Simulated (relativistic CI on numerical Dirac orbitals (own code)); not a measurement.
**How well does a small relativistic CI reproduce Bi?**

Computed by Dirac-Coulomb-Breit CI, orbitals from a KLI potential per configuration, model QED, valence Slater integrals scaled by 0.85, P86 correlation estimate, and configurations built on the next ion tied to the tabulated ionisation energy (semi-empirical) (own radial code, finite nucleus).

Configuration list (outside the closed core [Xe] 4f14 5d10): 6s²6p³, 6s²6p²7s, 6s²6p²7p, 6s²6p²6d, 6s²6p²8s, 6s²6p²7d, 6s²6p²6f, 6s²6p²7f, 6s6p⁴, 6s²6p²8p, 6s²6p²5f, 6s²6p6d², 6s²6p²8d, 6s²6p²5g, 6s²6p²8f. Levels of other configurations are missing.

| Configuration | Term (tabulated) | J | Measured (cm⁻¹) | Computed | Error | Purity (%) |
| --- | --- | --- | --- | --- | --- | --- |
| 6s²6p³ | 4S° | 3/2 | 0.0 | 0 | 0 | 62 |
| 6s²6p³ | 2D° | 3/2 | 11419.0 | 11991 | 572 | 62 |
| 6s²6p³ | 2D° | 5/2 | 15437.5 | 16513 | 1075 | 100 |
| 6s²6p³ | 2P° | 1/2 | 21660.9 | 22581 | 920 | 99 |
| 6s²6p²7s | 2[0] | 1/2 | 32588.2 | 31859 | -729 | 62 |
| 6s²6p³ | 2P° | 3/2 | 33164.8 | 34734 | 1569 | 64 |
| 6s²6p²7s | 2[1] | 3/2 | 44865.1 | 44107 | -758 | 89 |
| 6s²6p²7s | 2[1] | 1/2 | 45915.9 | 45328 | -588 | 57 |
| 6s²6p²8s | 2[0] | 1/2 | 47373.5 | 46830 | -543 | 49 |
| 6s²6p²7s | 2[2] | 5/2 | 48489.9 | 48273 | -217 | 55 |
| 6s²6p²7s | 2[2] | 3/2 | 49460.9 | 49343 | -118 | 36 |
| 6s²6p²7d | 2[2] | 3/2 | 51019.1 | 50628 | -391 | 33 |
| 6s²6p²7d | 2[2] | 5/2 | 51158.5 | 50608 | -550 | 22 |

Measured levels from NIST Handbook of Basic Atomic Spectroscopic Data (Sansonetti and Martin, J. Phys. Chem. Ref. Data 34, 1559 (2005)); pairs were made by configuration, J and term (by order where the table uses no LS term), so strongly mixed levels may be paired wrongly.

Mean error by configuration (cm⁻¹): 6s²6p³ 1034; 6s²6p²7s -482; 6s²6p²8s -543; 6s²6p²7d -471. Over the excited levels the mean absolute error is 669 cm⁻¹ (12 of the 16 excited levels that our extract of the source holds in range could be paired, and the others can miss by more), and the median relative error of those above 1,000 cm⁻¹ is 1.5 %.

Transition probabilities of persistent lines. The last column rescales the computed rate by the cube of measured over computed energy:

| λ measured (Å) | Lower | Upper | A tabulated (s⁻¹) | A computed | A rescaled |
| --- | --- | --- | --- | --- | --- |
| 1954.71 vacuum | 6s²6p³ ⁴S°3/2 | 6s²6p²7d ²[2]5/2 | 5.86e+07 | 9.60e+07 | 9.92e+07 |
| 1960.05 vacuum | 6s²6p³ ⁴S°3/2 | 6s²6p²7d ²[2]3/2 | 1.54e+07 | 3.14e+07 | 3.22e+07 |
| 2021.15 air | 6s²6p³ ⁴S°3/2 | 6s²6p²7s ²[2]3/2 | 6.00e+06 | 1.73e+06 | 1.74e+06 |
| 2061.63 air | 6s²6p³ ⁴S°3/2 | 6s²6p²7s ²[2]5/2 | 9.60e+07 | 1.45e+08 | 1.46e+08 |
| 2110.22 air | 6s²6p³ ⁴S°3/2 | 6s²6p²8s ²[0]1/2 | 5.30e+07 | 9.06e+07 | 9.38e+07 |
| 2228.20 air | 6s²6p³ ⁴S°3/2 | 6s²6p²7s ²[1]3/2 | 8.80e+07 | 1.40e+08 | 1.47e+08 |
| 2897.97 air | 6s²6p³ ²D°3/2 | 6s²6p²7s ²[1]1/2 | 1.53e+08 | 1.85e+08 | 2.05e+08 |
| 2938.30 air | 6s²6p³ ²D°5/2 | 6s²6p²7s ²[2]3/2 | 1.23e+08 | 1.20e+08 | 1.33e+08 |
| 2989.02 air | 6s²6p³ ²D°3/2 | 6s²6p²7s ²[1]3/2 | 5.40e+07 | 4.21e+07 | 4.76e+07 |
| 3024.62 air | 6s²6p³ ²D°5/2 | 6s²6p²7s ²[2]5/2 | 8.60e+07 | 7.37e+07 | 8.31e+07 |
| 3067.70 air | 6s²6p³ ⁴S°3/2 | 6s²6p²7s ²[0]1/2 | 1.67e+08 | 1.90e+08 | 2.03e+08 |
| 4722.53 air | 6s²6p³ ²D°3/2 | 6s²6p²7s ²[0]1/2 | 9.40e+06 | 7.91e+06 | 9.57e+06 |
